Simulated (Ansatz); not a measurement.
Isolated molecules relaxed with PBE0-D4/def2-TZVP in Ansatz; ΔE leaves out vibrations. CCSD(T)/CBS adds triple-zeta CCSD(T) − MP2 to the extrapolated MP2 energy (def2 sets, frozen cores). This one scheme is used for every species. DFT in def2-TZVPP. Each species was taken in one conformer, which may not be the lowest.

Consider the cleavage of the Si–Si bond: `C[SiH](O)[Si](O)(F)F` + CH₃OH → `CO[SiH](C)O` + `O[SiH](F)F`.

`C[SiH](O)[Si](O)(F)F`:

```xyz
13

C    -0.635    1.765   -0.992
Si   -0.780    0.345    0.193
O    -0.561    0.939    1.720
Si    0.855   -1.292   -0.183
O     1.043   -2.110    1.212
F     2.260   -0.682   -0.632
F     0.483   -2.303   -1.359
H     0.357    2.217   -0.940
H    -0.807    1.427   -2.018
H    -1.378    2.531   -0.757
H    -2.108   -0.319    0.056
H    -0.417    0.301    2.421
H     1.688   -2.819    1.279
```

CH₃OH:

Cartesian coordinates in Å:
```
C -0.338 0.085 0.075
O 0.823 -0.714 0.044
H -1.109 -0.491 0.587
H -0.705 0.328 -0.930
H -0.187 1.020 0.629
H 1.516 -0.227 -0.404
```

`CO[SiH](C)O`:

```xyz
13

C     0.304   -2.087   -0.422
O    -0.448   -0.905   -0.318
Si    0.140    0.492    0.308
C    -1.240    1.715    0.265
O     1.393    1.097   -0.574
H    -0.371   -2.908   -0.670
H     1.059   -2.010   -1.212
H     0.809   -2.332    0.522
H     0.653    0.200    1.681
H    -1.529    1.918   -0.769
H    -2.114    1.333    0.796
H    -0.936    2.658    0.726
H     2.279    0.829   -0.333
```

`O[SiH](F)F`:

Cartesian coordinates in Å:
```
O -1.110 -0.284 0.554
Si 0.187 0.122 -0.316
F 1.207 -1.085 -0.422
F 0.993 1.299 0.373
H -1.021 -0.581 1.461
H -0.255 0.528 -1.650
```

```json
{"species": "`C[SiH](O)[Si](O)(F)F`", "PBE0-D4 energy (Eh)": "-970.65782"}
{"species": "CH₃OH", "PBE0-D4 energy (Eh)": "-115.64111"}
{"species": "`CO[SiH](C)O`", "PBE0-D4 energy (Eh)": "-520.79889"}
{"species": "`O[SiH](F)F`", "PBE0-D4 energy (Eh)": "-565.54364"}
```

Work out ΔE.

ΔE = (-520.79889) + (-565.54364) − (-970.65782) − (-115.64111) = -0.04360 Eh = -27.4 kcal/mol. CCSD(T)/CBS gives -32.0 kcal/mol.

Largest T1 diagnostic among the species: 0.012.

The D4 term adds +1.0 kcal/mol with B3LYP and +0.6 kcal/mol with PBE0; it sums over pairs of atoms, weighted by their polarisabilities, and B3LYP, whose exchange is more repulsive, gets the larger term. In def2-TZVPP, CCSD(T) changes the Hartree–Fock value by +4.3 kcal/mol (the triples alone add +0.6 kcal/mol) and MP2 by +2.5 kcal/mol.

B3LYP here is the variant with VWN-RPA as its local correlation; programs differ in this.
